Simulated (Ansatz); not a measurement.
Consider the ligand exchange at the Si–O bond: `OCO[SiH2]S` + CH₃SH → `CS[SiH2]S` + `OCO`.

Calculated with Ansatz (gas phase, PBE0-D4/def2-TZVP geometries, no zero-point term in ΔE). CCSD(T)/CBS is the MP2 limit (def2-TZVPP, def2-QZVPP) plus CCSD(T) − MP2 in def2-TZVPP, frozen cores. This one scheme is used for every species. Functionals use def2-TZVPP. One conformer a species, not always the lowest.

```
         level  ΔE (kcal/mol)
       ωB97X-V            8.1
       ωB97M-V            8.1
        r2SCAN            7.0
          PBE0            5.2
MP2/def2-TZVPP            7.7
 HF/def2-QZVPP           11.5
MP2/def2-QZVPP            7.2
CCSD/CBS(def2)            8.0
```

**Question.** What does CCSD(T)/CBS give? (Best estimate.)

**Answer.** Computed: +7.4 kcal/mol. The listed levels differ from it by 0.7, 0.7, -0.4, -2.2, 0.3, 4.1, -0.2, 0.6 kcal/mol.

Largest T1 diagnostic among the species: 0.012.

From PBE to PBE0 (25 % exact exchange), in def2-TZVPP and without D4, ΔE moves by +0.8 kcal/mol. In def2-TZVPP, CCSD(T) changes the Hartree–Fock value by −2.7 kcal/mol (the triples alone add −0.6 kcal/mol) and MP2 by −3.5 kcal/mol.
